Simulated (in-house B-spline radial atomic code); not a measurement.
Solving the quasi-particle equation for 3p up of K4+

Configuration [Ne] 3s2 3p3, highest spin, start Hartree-Fock; correlation leaves out the 4 deepest shells. Computed with an all-electron radial atomic-structure program (B-spline basis): all electrons, scalar-relativistic (spin-free one-electron X2C), finite nucleus, each spin shell either full or empty, empty states to l = 9 with an (l + 1/2)⁻⁴ tail; G0W0 by contour deformation at full frequency.

At the mean-field level ε = -81.972 eV the matrix elements are Σx = -32.274 eV, v_xc = -32.274 eV and Σc(ε) = -0.614 eV, and the slope of the correlation self-energy is dΣc/dω = -0.0153. The quasi-particle energy solves E = ε + Σx − v_xc + Σc(E).

What does the linearised equation give?

Z = 1/(1 − dΣc/dω) = 1/1.0153 = 0.9849. The first-order shift is Σx − v_xc + Σc(ε) = -32.274 − (-32.274) + (-0.614) = -0.614 eV, so E ≈ ε + Z × shift = -81.972 + 0.9849 × (-0.614) = -82.577 eV.

How does that compare with the full solution and with static screening?

Solving the equation at full frequency dependence gives E = -82.577 eV, where Σc = -0.604 eV and the weight is 0.985; the linearised value is off by 0 meV. Leaving Z out would give -82.586 eV. Static COHSEX puts -1.966 eV in place of Σc and gives -83.938 eV, 1.36 eV deeper.
